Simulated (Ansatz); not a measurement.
What each rung costs, and what it gives

Saddle point of SiNH8ClO, closed shell (SiH₃Cl ([SiH3][Cl]) + H₂O + NH₃ → SiNH₄Cl ([NH2][SiH2][Cl]) + H₂O + H₂; bonds formed: Si1–N7, H2–H8, H6–O9; bonds broken: Si1–H2, H6–N7, H8–O9), PBE0-D4/def2-TZVP structure:

Si1  (-1.005, -0.088, -0.671)
H2  (0.194, -1.349, -0.389)
H3  (-1.114, -0.748, -2.000)
H4  (-2.002, 1.028, -0.830)
Cl5  (-1.939, -0.871, 1.043)
H6  (1.017, 0.393, 0.691)
N7  (0.421, 1.017, -0.335)
H8  (0.798, -1.139, 0.442)
O9  (1.423, -0.543, 1.261)
H10  (1.119, 0.969, -1.072)
H11  (0.137, 1.985, -0.232)
H12  (0.950, -0.655, 2.093)
(Å)

Barriers are electronic and count from the start structure reached by relaxing down the imaginary mode.

Computed with Ansatz 0.2.0 (basis: as named in each row); correlated methods freeze the cores. B3LYP uses VWN-RPA correlation. Extrapolation: Hartree–Fock as exp(−7.88 √X), correlation as X^−2.97.

Times are rough, for one single point on 4 threads of a shared host (Arm Neoverse V1).

The estimate by CCSD(T) at an estimated basis limit (MP2 extrapolated from triple and quadruple zeta, plus CCSD(T) − MP2 in triple zeta) is 1.843 eV.

```json
{"method": "HF", "basis": "STO-3G", "time (s)": "under 1", "barrier (eV)": "2.808", "method less estimate": "0.966"}
{"method": "PBE-D4", "basis": "STO-3G", "time (s)": "under 1", "barrier (eV)": "0.358", "method less estimate": "-1.484"}
{"method": "SPW92", "basis": "def2-SVP", "time (s)": "under 1", "barrier (eV)": "0.700", "method less estimate": "-1.142"}
{"method": "B3LYP-D4", "basis": "6-31G", "time (s)": "under 1", "barrier (eV)": "1.882", "method less estimate": "0.039"}
{"method": "PBE-D4", "basis": "def2-SVP", "time (s)": "under 1", "barrier (eV)": "1.190", "method less estimate": "-0.653"}
{"method": "PBE0-D4", "basis": "def2-SVP", "time (s)": "under 1", "barrier (eV)": "1.462", "method less estimate": "-0.381"}
{"method": "SPW92", "basis": "def2-TZVPP", "time (s)": "1", "barrier (eV)": "0.886", "method less estimate": "-0.957"}
{"method": "PBE-D4", "basis": "def2-TZVPP", "time (s)": "2", "barrier (eV)": "1.359", "method less estimate": "-0.484"}
{"method": "BLYP-D4", "basis": "def2-TZVPP", "time (s)": "2", "barrier (eV)": "1.541", "method less estimate": "-0.301"}
{"method": "B3LYP-D4", "basis": "def2-TZVPP", "time (s)": "3", "barrier (eV)": "1.701", "method less estimate": "-0.142"}
{"method": "BHLYP-D4", "basis": "def2-TZVPP", "time (s)": "3", "barrier (eV)": "1.970", "method less estimate": "0.128"}
{"method": "PBE0-D4", "basis": "def2-TZVPP", "time (s)": "3", "barrier (eV)": "1.575", "method less estimate": "-0.268"}
{"method": "CAM-B3LYP-D4", "basis": "def2-TZVPP", "time (s)": "3", "barrier (eV)": "1.738", "method less estimate": "-0.105"}
{"method": "wB97M-V", "basis": "def2-SVP", "time (s)": "4", "barrier (eV)": "1.628", "method less estimate": "-0.215"}
{"method": "CCSD(T)", "basis": "def2-SVP", "time (s)": "4", "barrier (eV)": "1.891", "method less estimate": "0.048"}
{"method": "r2SCAN-D4", "basis": "def2-TZVPP", "time (s)": "4", "barrier (eV)": "1.458", "method less estimate": "-0.385"}
{"method": "r2SCAN0-D4", "basis": "def2-TZVPP", "time (s)": "5", "barrier (eV)": "1.633", "method less estimate": "-0.210"}
{"method": "RPA on PBE", "basis": "def2-TZVPP", "time (s)": "6", "barrier (eV)": "1.869", "method less estimate": "0.027"}
{"method": "B2PLYP", "basis": "def2-TZVPP", "time (s)": "6", "barrier (eV)": "1.814", "method less estimate": "-0.029"}
{"method": "PBE-QIDH", "basis": "def2-TZVPP", "time (s)": "6", "barrier (eV)": "1.746", "method less estimate": "-0.097"}
{"method": "wB97X-V", "basis": "def2-TZVPP", "time (s)": "8", "barrier (eV)": "1.797", "method less estimate": "-0.045"}
{"method": "B97M-V", "basis": "def2-TZVPP", "time (s)": "9", "barrier (eV)": "1.647", "method less estimate": "-0.196"}
{"method": "wB97M-V", "basis": "def2-TZVPP", "time (s)": "9", "barrier (eV)": "1.793", "method less estimate": "-0.050"}
{"method": "MP2", "basis": "def2-QZVPP", "time (s)": "34", "barrier (eV)": "1.750", "method less estimate": "-0.093"}
{"method": "CCSD(T)", "basis": "def2-TZVPP", "time (s)": "170", "barrier (eV)": "1.864", "method less estimate": "0.021"}
```

All methods are single points on the PBE0-D4 structures.

T1 diagnostic: at most 0.011.

Labels in which every atom is bracketed show which atoms are joined, not bond orders.
